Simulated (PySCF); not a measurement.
**Electric field gradients and quadrupole coupling constants**

Compound: C3H6BF2NO.
Geometry (PBE0-D3(BJ)/def2-SVP, Å), atoms numbered from 1 in this order:
```
atom  x, y, z in Å
B1     2.926   -0.285    0.419
N2     1.496    0.216    0.257
C3     0.418    0.595    0.126
C4    -0.940    1.126   -0.049
O5    -1.931    0.342    0.541
C6    -2.319   -0.760   -0.174
F7    -1.330   -1.669   -0.207
F8    -3.357   -1.281    0.458
H9     3.608    0.718    0.586
H10    2.910   -1.009    1.405
H11    3.194   -0.885   -0.612
H12   -0.979    2.116    0.431
H13   -1.111    1.274   -1.132
H14   -2.590   -0.509   -1.218
```

Field gradients from the PBE0/pcSseg-1 density (PySCF, non-relativistic), principal values in atomic units, ordered |Vxx| ≤ |Vyy| ≤ |Vzz|:

| atom | Vxx | Vyy | Vzz |
| --- | --- | --- | --- |
| B1 | -0.1221 | -0.1289 | 0.2510 |
| N2 | 0.1794 | 0.3352 | -0.5146 |
| O5 | -0.1176 | -1.8925 | 2.0101 |

Q: Find the asymmetry η = (Vxx − Vyy)/Vzz and the couplings χ = eQV/h (234.96 MHz × Q in barn × V in au), with Q(11B) = 0.04059 b, Q(14N) = 0.02044 b, Q(17O) = −0.0256 b.

A: 
```json
{"atom": "B1", "environment": "four-coordinate boron", "nucleus": "11B", "η": "0.03", "χzz (MHz)": "2.394", "χxx (MHz)": "-1.165", "χyy (MHz)": "-1.229"}
{"atom": "N2", "environment": "nitrogen bonded to B and C", "nucleus": "14N", "η": "0.30", "χzz (MHz)": "-2.471", "χxx (MHz)": "0.862", "χyy (MHz)": "1.610"}
{"atom": "O5", "environment": "ether oxygen", "nucleus": "17O", "η": "0.88", "χzz (MHz)": "-12.09", "χxx (MHz)": "0.71", "χyy (MHz)": "11.38"}
```

The gradient is axial or nearly so (η below 0.05) at B1. 

Q: What is Vzz at B1 in SI units (1 au = 9.71736 × 10²¹ V/m²)?

A: 0.2510 au = 2.439 × 10²¹ V/m².

Q: What couplings would deuterons (Q(2H) = 0.00286 b) have in place of the hydrogens, at this geometry?

A: 
```tsv
atom	bonded to	bond length (Å)	Vzz (au)	η	χzz (kHz)
H9	B1	1.224	0.1957	0.10	131
H10	B1	1.223	0.1961	0.10	132
H11	B1	1.223	0.1965	0.10	132
H12	C4	1.100	0.2732	0.06	184
H13	C4	1.107	0.2626	0.09	176
H14	C6	1.108	0.2511	0.03	169
```

Isolated species at its PBE0-D3(BJ)/def2-SVP geometry (one conformer only). With so small a basis the couplings can be 20 % off.
